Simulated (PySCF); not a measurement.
CClF (SMILES F[C]Cl), singlet, geometry from GFN2-xTB; CCSD(T)/6-31G* run with PySCF.

The PySCF input:
```python
from pyscf import gto, scf, cc

mol = gto.Mole()
mol.atom = '''
    F    -1.46348443   -0.30712072    0.00275987
    C    -0.53985773    0.63598266    0.02854521
    Cl    0.96532390   -0.06187114   -0.01153588
'''
mol.basis = '6-31g*'
mol.verbose = 4
mol.build()

mf = scf.RHF(mol)
mf.kernel()

mycc = cc.CCSD(mf)
mycc.kernel()
et = mycc.ccsd_t()
print('E(CCSD(T)) = %.10f' % (mycc.e_tot + et))
```

What does PySCF print? Leave out banner, timings and long lists.


```
PySCF version 2.14.0

[INPUT] verbose = 4
[INPUT] num. atoms = 3
[INPUT] num. electrons = 32
[INPUT] charge = 0
[INPUT] spin (= nelec alpha-beta = 2S) = 0
[INPUT] symmetry False subgroup None
[INPUT] Mole.unit = angstrom
[INPUT] Symbol           X                Y                Z      unit          X                Y                Z       unit  Magmom
[INPUT]  1 F     -1.463484430000  -0.307120720000   0.002759870000 AA   -2.765584760265  -0.580374047979   0.005215398439 Bohr   0.0
[INPUT]  2 C     -0.539857730000   0.635982660000   0.028545210000 AA   -1.020183255929   1.201833047372   0.053942629068 Bohr   0.0
[INPUT]  3 Cl     0.965323900000  -0.061871140000  -0.011535880000 AA    1.824197792497  -0.116919509615  -0.021799653806 Bohr   0.0

nuclear repulsion = 87.3330118452106
number of shells = 20
number of NR pGTOs = 105
number of NR cGTOs = 46
basis = 6-31g*
ecp = {}

******** <class 'pyscf.scf.hf.RHF'> ********
method = RHF
initial guess = minao
damping factor = 0
level_shift factor = 0
DIIS = <class 'pyscf.scf.diis.CDIIS'>
diis_start_cycle = 1
diis_space = 8
diis_damp = 0
SCF conv_tol = 1e-09
SCF conv_tol_grad = None
SCF max_cycles = 50
direct_scf = True
direct_scf_tol = 1e-13
Set gradient conv threshold to 3.16228e-05
Initial guess from minao.
init E= -596.978007183967
  HOMO = -0.232705462025087  LUMO = -0.0016895026852084  gap/eV = 6.28626
cycle= 1 E= -596.584182627878  delta_E= 0.394  |g|= 0.587  |ddm|= 1.96
  HOMO = -0.462511785408573  LUMO = -0.0204519568447226  gap/eV = 12.02906
cycle= 2 E= -596.643737819742  delta_E= -0.0596  |g|= 0.374  |ddm|= 0.821
  HOMO = -0.418481904232265  LUMO = 0.0595097244836058  gap/eV = 13.00681
cycle= 3 E= -596.67217752436  delta_E= -0.0284  |g|= 0.0513  |ddm|= 0.261
  HOMO = -0.413522427945281  LUMO = 0.0731807467155581  gap/eV = 13.24387
cycle= 4 E= -596.673771232854  delta_E= -0.00159  |g|= 0.0231  |ddm|= 0.115
  HOMO = -0.417058382930986  LUMO = 0.0717284923118684  gap/eV = 13.30057
cycle= 5 E= -596.674190982408  delta_E= -0.00042  |g|= 0.00742  |ddm|= 0.0783
  HOMO = -0.416835728499724  LUMO = 0.0725342782950933  gap/eV = 13.31644
cycle= 6 E= -596.67424553533  delta_E= -5.46e-05  |g|= 0.00207  |ddm|= 0.0304
  HOMO = -0.416482184484563  LUMO = 0.0729128255733027  gap/eV = 13.31712
cycle= 7 E= -596.674249458661  delta_E= -3.92e-06  |g|= 0.000543  |ddm|= 0.00777
  HOMO = -0.416501305181387  LUMO = 0.0729719763667136  gap/eV = 13.31925
cycle= 8 E= -596.674249754182  delta_E= -2.96e-07  |g|= 0.000149  |ddm|= 0.00167
  HOMO = -0.416503000363721  LUMO = 0.0729713266394931  gap/eV = 13.31927
cycle= 9 E= -596.674249774954  delta_E= -2.08e-08  |g|= 4.01e-05  |ddm|= 0.000398
  HOMO = -0.416503509764699  LUMO = 0.0729709671956198  gap/eV = 13.31928
cycle= 10 E= -596.674249776559  delta_E= -1.61e-09  |g|= 1.15e-05  |ddm|= 0.000119
  HOMO = -0.416504201419627  LUMO = 0.0729710527262908  gap/eV = 13.31930
cycle= 11 E= -596.674249776674  delta_E= -1.15e-10  |g|= 2.9e-06  |ddm|= 3.14e-05
  HOMO = -0.416504231132311  LUMO = 0.0729712222789156  gap/eV = 13.31931
Extra cycle  E= -596.67424977668  delta_E= -5.68e-12  |g|= 1.38e-06  |ddm|= 3.94e-06
converged SCF energy = -596.67424977668

******** <class 'pyscf.cc.ccsd.CCSD'> ********
CC2 = 0
CCSD nocc = 16, nmo = 46
max_cycle = 50
direct = 0
conv_tol = 1e-07
conv_tol_normt = 1e-05
diis_space = 6
diis_start_cycle = 0
diis_start_energy_diff = 1e+09
Init t2, MP2 energy = -597.092513988681  E_corr(MP2) -0.418264212000855
Init E_corr(CCSD) = -0.418264212001721
cycle = 1  E_corr(CCSD) = -0.42439313257984  dE = -0.00612892058  norm(t1,t2) = 0.0712613
cycle = 2  E_corr(CCSD) = -0.437858916762716  dE = -0.0134657842  norm(t1,t2) = 0.0257387
cycle = 3  E_corr(CCSD) = -0.437868712208533  dE = -9.79544582e-06  norm(t1,t2) = 0.0160868
cycle = 4  E_corr(CCSD) = -0.440963607685397  dE = -0.00309489548  norm(t1,t2) = 0.00819411
cycle = 5  E_corr(CCSD) = -0.440782063724105  dE = 0.000181543961  norm(t1,t2) = 0.0018327
cycle = 6  E_corr(CCSD) = -0.44065662231269  dE = 0.000125441411  norm(t1,t2) = 0.000782583
cycle = 7  E_corr(CCSD) = -0.440668922092702  dE = -1.229978e-05  norm(t1,t2) = 0.00020919
cycle = 8  E_corr(CCSD) = -0.440677573659158  dE = -8.65156646e-06  norm(t1,t2) = 7.53716e-05
cycle = 9  E_corr(CCSD) = -0.440678507985425  dE = -9.34326267e-07  norm(t1,t2) = 2.93874e-05
cycle = 10  E_corr(CCSD) = -0.440677294561275  dE = 1.21342415e-06  norm(t1,t2) = 1.23907e-05
cycle = 11  E_corr(CCSD) = -0.440677769792496  dE = -4.7523122e-07  norm(t1,t2) = 4.21599e-06
cycle = 12  E_corr(CCSD) = -0.440677542602207  dE = 2.27190288e-07  norm(t1,t2) = 1.7269e-06
cycle = 13  E_corr(CCSD) = -0.440677609996296  dE = -6.73940889e-08  norm(t1,t2) = 7.17842e-07
CCSD converged
E(CCSD) = -597.1149273866761  E_corr = -0.4406776099962961
CCSD(T) correction = -0.0137308878822076
E(CCSD(T)) = -597.1286582746
```
